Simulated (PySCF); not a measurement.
# Working out the ionisation energy of Br

Br [Ar] 3d10 4s2 4p5 (2P) → Br⁺ [Ar] 3d10 4s2 4p4 (3P). Computed with PySCF 2.14 in cc-pVDZ-PP with ECP10MDF, with scalar relativity through the core potential. Frozen: 3s2 3p6 3d10. Energies in hartree (1 hartree = 27.21139 eV):

```json
{"part": "UHF", "Br (lower)": "-415.473675", "Br⁺ (upper)": "-415.078635"}
{"part": "CCSD correlation", "Br (lower)": "-0.106602", "Br⁺ (upper)": "-0.087825"}
{"part": "(T)", "Br (lower)": "-0.000906", "Br⁺ (upper)": "-0.000807"}
```

Task: What does Hartree-Fock give?

Result: (-415.078635) − (-415.473675) = 0.395040 hartree = 10.750 eV.

Task: What do CCSD and CCSD(T) give?

Result: The CCSD correlation energies differ by 0.018777 hartree = 0.511 eV and the triples by 0.000099 hartree = 0.003 eV, so CCSD gives 11.261 eV and CCSD(T) 11.264 eV.

Measured between the centres of the two terms (NIST): 11.844 eV, so CCSD(T) (valence) is off by -0.580 eV.

A double-zeta basis recovers only part of the correlation energy.

What remains against the reference includes basis incompleteness, the frozen core and higher excitations.
